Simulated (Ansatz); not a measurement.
Cost and result for the atomization energy of CH6AlNSi, SMILES `C[N]1[AlH][SiH2]1` (10 atoms, 10 bonds).

Cartesian coordinates in Å:
```
C -0.919 -0.896 -0.649
N -0.202 0.152 0.034
Al -0.207 1.735 0.835
Si 1.512 0.265 0.454
H -1.978 -0.644 -0.755
H -0.856 -1.845 -0.104
H -0.516 -1.069 -1.653
H -1.289 2.838 1.166
H 2.450 0.263 -0.711
H 2.007 -0.798 1.383
```

Charge 0, multiplicity 1. All single points use the PBE0-D4/def2-TZVP geometry. Program: Ansatz. All runs use 2 threads of an Arm Neoverse V1 on a shared host. Times are those of one run each, without the atoms' runs, and a repeat can differ threefold. Electronic energies, without spin–orbit coupling; frozen cores. CCSD(T)/CBS adds CCSD(T) − MP2 in def2-TZVPP to the MP2 limit, and its time is that of the two runs behind it. T1 = 0.015. B3LYP takes the VWN-RPA correlation (the form of Gaussian; ORCA's B3LYP/G).

CCSD(T)/CBS is a level of theory with its own doubt, some kJ/mol a heavy atom from the limit and from the frozen cores, so smaller differences don't rank the functionals.

```json
{"level": "LDA (SPW92)/def2-TZVPP", "functions": "230", "wall time": "1.8 s", "atomization (kcal/mol)": "879.3", "difference from CCSD(T)/CBS": "103.8", "per bond": "10.4"}
{"level": "BLYP-D4/def2-TZVPP", "functions": "230", "wall time": "3 s", "atomization (kcal/mol)": "773.3", "difference from CCSD(T)/CBS": "-2.2", "per bond": "-0.2"}
{"level": "CCSD(T)/def2-SVP", "functions": "94", "wall time": "3.7 s", "atomization (kcal/mol)": "725.0", "difference from CCSD(T)/CBS": "-50.5", "per bond": "-5.0"}
{"level": "PBE-D4/def2-TZVPP (with forces)", "functions": "230", "wall time": "3.7 s", "atomization (kcal/mol)": "784.6", "difference from CCSD(T)/CBS": "9.1", "per bond": "0.9"}
{"level": "B3LYP-D4/def2-TZVPP (with forces)", "functions": "230", "wall time": "6.5 s", "atomization (kcal/mol)": "776.2", "difference from CCSD(T)/CBS": "0.7", "per bond": "0.1"}
{"level": "r2SCANh-D4/def2-TZVPP", "functions": "230", "wall time": "7.5 s", "atomization (kcal/mol)": "772.0", "difference from CCSD(T)/CBS": "-3.5", "per bond": "-0.3"}
{"level": "B2PLYP/def2-TZVPP", "functions": "230", "wall time": "8 s", "atomization (kcal/mol)": "765.9", "difference from CCSD(T)/CBS": "-9.6", "per bond": "-1.0"}
{"level": "PBE-QIDH/def2-TZVPP", "functions": "230", "wall time": "8.5 s", "atomization (kcal/mol)": "767.4", "difference from CCSD(T)/CBS": "-8.1", "per bond": "-0.8"}
{"level": "B97M-V/def2-TZVPP", "functions": "230", "wall time": "15 s", "atomization (kcal/mol)": "782.8", "difference from CCSD(T)/CBS": "7.3", "per bond": "0.7"}
{"level": "ωB97M-V/def2-TZVPP (with forces)", "functions": "230", "wall time": "17 s", "atomization (kcal/mol)": "777.5", "difference from CCSD(T)/CBS": "2.0", "per bond": "0.2"}
{"level": "MP2/def2-QZVPP", "functions": "434", "wall time": "27 s", "atomization (kcal/mol)": "772.4", "difference from CCSD(T)/CBS": "-3.1", "per bond": "-0.3"}
{"level": "CCSD(T)/def2-TZVPP", "functions": "230", "wall time": "91 s", "atomization (kcal/mol)": "753.0", "difference from CCSD(T)/CBS": "-22.5", "per bond": "-2.2"}
{"level": "CCSD(T)/CBS(def2)", "functions": "–", "wall time": "120 s", "atomization (kcal/mol)": "775.5", "difference from CCSD(T)/CBS": "0.0", "per bond": "0.0"}
```

From r2SCAN to r2SCAN0 (25 % exact exchange), in def2-TZVPP and without D4, the atomization energy moves by −11.3 kcal/mol: exact exchange takes away binding that semilocal exchange gives to molecules. The D4 term adds +8.0 kcal/mol with B3LYP and +4.2 kcal/mol with PBE0; it sums over pairs of atoms, weighted by their polarisabilities, and B3LYP, whose exchange is more repulsive, gets the larger term. In def2-TZVPP, CCSD(T) changes the Hartree–Fock value by +201.0 kcal/mol (the triples alone add +11.7 kcal/mol) and MP2 by +206.9 kcal/mol; breaking electron pairs costs correlation energy, which Hartree–Fock lacks.
